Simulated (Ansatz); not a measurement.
`[CH3][Sn]([CH3])([CH3])[Sn]([CH3])([CH3])[Sn]([CH3])([CH3])[CH3]` with charge -1. Charge -1, multiplicity 2. Geometry r2SCAN-D4/def2-SVP, that of the neutral singlet; atoms count from 1.

```xyz
35

C    -2.4418   -0.1281   -1.9323
Sn   -2.1778    0.6851    0.0663
C    -3.0730   -0.7398    1.4406
C    -3.3031    2.5398    0.1970
Sn    0.5499    0.9950    0.5880
C     1.3205    2.8076   -0.3464
C     0.9060    1.2212    2.7269
Sn    1.8573   -1.2648   -0.4087
C     0.6928   -3.0390    0.0622
C     3.8583   -1.5350    0.3953
C     2.0114   -1.1792   -2.5742
H    -3.5099   -0.3135   -2.1255
H    -1.8983   -1.0806   -2.0267
H    -2.0592    0.5694   -2.6928
H    -2.5721   -1.7157    1.3567
H    -2.9868   -0.3874    2.4791
H    -4.1393   -0.8675    1.1967
H    -3.2313    2.9614    1.2107
H    -2.9127    3.2776   -0.5196
H    -4.3628    2.3479   -0.0325
H     1.1928    2.7639   -1.4378
H     0.7810    3.6851    0.0407
H     2.3912    2.9184   -0.1176
H     0.5223    0.3495    3.2767
H     0.3985    2.1257    3.0950
H     1.9856    1.3161    2.9176
H    -0.3244   -2.9422   -0.3470
H     1.1660   -3.9285   -0.3819
H     0.6194   -3.1819    1.1509
H     4.4948   -0.6758    0.1364
H     4.3072   -2.4480   -0.0257
H     3.8228   -1.6295    1.4909
H     1.0099   -1.1125   -3.0246
H     2.5059   -2.0906   -2.9451
H     2.5987   -0.3040   -2.8894
```

In the def2 sets Sn takes a core potential; there is no spin–orbit coupling. The highest occupied level of the charge -1 doublet lies above zero (up to 2.54 eV). By energy differences it is unbound by 1.27 eV (vertical, against the charge 0 singlet, at PBE0-D4/def2-SVP) and held by the finite basis.

(1) Estimate the Mulliken populations of the heavy atoms from the PBE0/def2-SVP orbitals of Ansatz.

(2) Where does the spin sit?

(3) And the Mayer bond orders between heavy atoms (over 0.3)?

## Answers

(1) 
| atom | charge (e) | spin (α − β) |
| --- | --- | --- |
| C1 | -0.36 | -0.01 |
| Sn2 | 0.34 | 0.21 |
| C3 | -0.34 | -0.02 |
| C4 | -0.31 | 0.01 |
| Sn5 | 0.11 | 0.38 |
| C6 | -0.26 | -0.05 |
| C7 | -0.35 | 0.01 |
| Sn8 | 0.34 | 0.22 |
| C9 | -0.34 | -0.02 |
| C10 | -0.34 | 0.00 |
| C11 | -0.33 | 0.00 |
Mulliken values depend strongly on the basis.

(2) Summed by element: C -0.07, Sn 0.81, H 0.25, of 1 unpaired in all. Largest on single atoms: Sn5 0.38, Sn8 0.22, Sn2 0.21.

(3) C1–Sn2 0.92 (2.17 Å); Sn2–C3 0.92 (2.17 Å); Sn2–C4 0.82 (2.17 Å); Sn2–Sn5 0.95 (2.79 Å); Sn5–C6 0.83 (2.18 Å); Sn5–C7 0.88 (2.18 Å); Sn5–Sn8 0.97 (2.79 Å); Sn8–C9 0.90 (2.17 Å); Sn8–C10 0.87 (2.17 Å); Sn8–C11 0.87 (2.17 Å).
